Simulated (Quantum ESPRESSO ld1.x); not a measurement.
Coherent X-ray form factor from a spherical all-electron density. All-electron calculation, scalar-relativistic Kohn-Sham, LDA (Slater exchange, Perdew-Zunger correlation), spin-polarised, spherical densities, point nucleus. Program: ld1.x of Quantum ESPRESSO 7.5.

sin(theta)/lambda (1/angstrom)  f0 (electrons)
0.05                                    31.956
0.1                                     31.827
0.15                                    31.613
0.2                                     31.318
0.25                                    30.948
0.3                                     30.507
0.4                                     29.442
0.5                                     28.183
0.6                                     26.793
0.8                                     23.856
1                                       20.998
1.25                                    17.813
1.5                                     15.111
2                                       10.900

The species is in the configuration that NIST lists as its ground one. Which atom or ion scatters so?

Answer. The europium ion Eu31+, [Ar] 3d10 4s2 4p2. Extrapolating in s^2 from the first two rows gives f0(0) = 32.0, near the electron count 32; among species with that count, the fall with angle is slower the higher Z, and the table is that of Z = 63; from so few rows the species is fixed only to a neighbour or two.
